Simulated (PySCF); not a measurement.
## Computed vibrations of [Tm(OH)4]−

[Tm(OH)4]− (singlet in the valence; each metal's 4f electrons, 12 of them, lie in its core potential, out of spins and levels). PySCF 2.14.0, RKS PBE0, Tm lcecp-1-SVP with ECP58, O def2-SVP, H def2-SVP; non-relativistic Hamiltonian with scalar-relativistic core potentials where named; density fitting; no spin-orbit coupling. Central differences of gradients.

```xyz
9

Tm    0.0000    0.0000    0.0000
O     1.1722    1.2688    1.1799
H     2.0457    1.4790    1.5048
O    -1.1722   -1.2688    1.1799
H    -2.0457   -1.4790    1.5048
O     1.2688   -1.1722   -1.1799
H     1.4790   -2.0457   -1.5048
O    -1.2688    1.1722   -1.1799
H    -1.4790    2.0457   -1.5048
```

Run from Python with OMP_NUM_THREADS=2. Where DIIS fails, smearing, a level shift and second-order steps follow.
It took 3.1 min on 2 threads of Arm Neoverse N1, with other jobs on the host.

What are the harmonic wavenumbers and infrared intensities?

Negative numbers are unstable modes, those under 60 cm⁻¹ near the noise; a finer grid moves soft modes by up to 10 cm⁻¹.
```
cm⁻¹  km/mol  symmetry
 -68       –          
 -66       –          
 -55       –          
  80     0.1          
  94     9.3          
 113     0.0          
 124    65.8          
 127    64.0          
 182     0.8          
 189   219.1          
 209    59.9          
 213   176.4          
 214   176.9          
 520    94.3          
 520   155.9          
 520   155.9          
 552     0.0          
4009    30.3          
4009    30.3          
4009    11.2          
4009     0.1
```

Is this a minimum?

No: 3 unstable; the lowest moves the atoms so:
```
Tm   0.02  0.01  0.00
O   -0.03  0.01  0.00
H   -0.29  0.28  0.50
O   -0.03  0.01  0.00
H   -0.29  0.28 -0.50
O   -0.05 -0.05 -0.02
H   -0.22 -0.03 -0.18
O   -0.05 -0.05  0.02
H   -0.22 -0.03  0.18
```

An lcecp potential fixes the number of 4f electrons, so in runs with it no electron can move into or out of that shell.
